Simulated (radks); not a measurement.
Results of a calculation; reference values are marked as such.
Q: The table gives one normalised radial function P(r) = r R(r) of Ni in [Ar] 3d8 4s2 (r in bohr). Level of theory: scalar-relativistic Kohn-Sham, BLYP, spin-polarised, spherical densities, point nucleus; open shells are filled with parallel spins first (a radial shooting solver on a logarithmic mesh with Libxc functionals).

| r | P |
|---|---|
| 0.002356 | 0.0807 |
| 0.003093 | 0.1031 |
| 0.00406 | 0.1309 |
| 0.005371 | 0.1656 |
| 0.00705 | 0.2056 |
| 0.009254 | 0.2510 |
| 0.01215 | 0.2996 |
| 0.01594 | 0.3464 |
| 0.02093 | 0.3828 |
| 0.02747 | 0.3954 |
| 0.03606 | 0.3659 |
| 0.04771 | 0.2698 |
| 0.06262 | 0.0971 |
| 0.08219 | -0.1496 |
| 0.1079 | -0.4280 |
| 0.1416 | -0.6454 |
| 0.1859 | -0.6721 |
| 0.244 | -0.4020 |
| 0.3202 | 0.1519 |
| 0.4237 | 0.8142 |
| 0.5562 | 1.2393 |
| 0.73 | 1.2482 |
| 0.9582 | 0.9139 |
| 1.258 | 0.4921 |
| 1.651 | 0.1898 |
| 2.167 | 0.0494 |
| 2.844 | 0.0079 |
| 3.763 | 0.0006 |
| 4.94 | 0.0000 |
| 6.484 | 0.0000 |
| 8.511 | 0.0000 |

Which n and l does it have? It may be an empty orbital.

A: n = 3, l = 0: the number of nodes gives n - l - 1 = 2, the rise at small r (about r^(l+1)) gives l, and the extent must fit the shell. The curve is that of 3s down; the table hardly tells the two spins apart. 3s down: eigenvalue -109.51 eV, 2 radial nodes at r = 0.0703, 0.300 bohr, <r> = 0.741 bohr, 90 % of the charge inside 1.11 bohr.
